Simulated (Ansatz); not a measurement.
CH$_{6}$BNO (`NCBO`), relaxed with RKS PBE0-D4/def2-TZVP in the Gaussian-basis code of Ansatz from a GFN2-xTB geometry. The force threshold is 0.005 eV/Å; the program also tests the step.

Total charge 0; spin multiplicity 1.

Start:

```xyz
10

N    -0.752    1.002    0.237
C    -0.089   -0.236    0.681
B     0.735   -0.877   -0.535
O     0.510   -0.452   -1.770
H    -0.049    1.717    0.071
H    -1.370    1.357    0.960
H    -0.879   -0.934    0.978
H     0.531   -0.085    1.578
H     1.535   -1.720   -0.383
H    -0.173    0.227   -1.818
```

(1) By how much does the energy fall, and how many steps does the optimiser take? (Best estimate.)

(2) Which bonds change most? (Estimate.)

(3) Give the relaxed structure. (Best estimate.)

Results:

(1) Ansatz gave: 7.03 kJ/mol, in 11 steps, 1 of them rejected.

(2) Computed: B3–H9 from 1.172 to 1.199 Å; C2–B3 from 1.603 to 1.581 Å; B3–O4 from 1.326 to 1.344 Å; O4–H10 from 0.964 to 0.977 Å.

(3) Ansatz gave: 
```xyz
10

N    -0.692    1.016    0.182
C    -0.030   -0.204    0.667
B     0.719   -0.911   -0.533
O     0.467   -0.446   -1.769
H    -0.063    1.807    0.238
H    -1.507    1.251    0.731
H    -0.799   -0.910    1.008
H     0.615   -0.046    1.542
H     1.465   -1.841   -0.402
H    -0.175    0.283   -1.663
```
